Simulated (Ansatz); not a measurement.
The same hydrolysis along the group Sc, Y.

Gas-phase electronic energies from Ansatz, PBE0-D4/def2-TZVP geometries. CBS: MP2 limit from def2 TZ/QZ plus the TZ coupled-cluster correction, frozen cores. This one scheme is used for every species. Functionals use def2-TZVPP. Elements past krypton have def2 core potentials. For Sc, Y outer-core shells are correlated without core-valence functions, which leaves a few kJ/mol of doubt a bond. Scalar relativity is left out up to krypton. One conformer a species, not always the lowest.

```json
{"reaction": "`[NH2][Sc]([NH2])[F]` + H₂O → `[NH2][Sc]([OH])[F]` + NH₃", "HF/CBS(def2) (eV)": "-0.82", "ωB97X-V (eV)": "-0.80", "PBE-D4 (eV)": "-0.74", "RPA@PBE/def2-TZVPP (eV)": "-0.75", "CCSD(T)/CBS(def2) (eV)": "-0.76"}
{"reaction": "`[NH2][Y]([NH2])[F]` + H₂O → `[NH2][Y]([OH])[F]` + NH₃", "HF/CBS(def2) (eV)": "-0.87", "ωB97X-V (eV)": "-0.85", "PBE-D4 (eV)": "-0.78", "RPA@PBE/def2-TZVPP (eV)": "-0.78", "CCSD(T)/CBS(def2) (eV)": "-0.80"}
```

Largest T1 diagnostic: 0.016, for `[NH2][Sc]([OH])[F]`.
